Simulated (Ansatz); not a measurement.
Species: H3S3Si, SMILES `S[Si](S)S` (charge 0, multiplicity 2), formula H$_{3}$S$_{3}$Si.

How many basis functions does frozen-core CCSD(T)/cc-pVTZ // PBE-D3(BJ)/def2-TZVP run with Ansatz (a first-principles code) use, how many core orbitals are frozen, and how many electrons are correlated?

178 basis functions and 20 frozen orbitals, which leaves 25 correlated electrons. Core time is of the order of minutes.
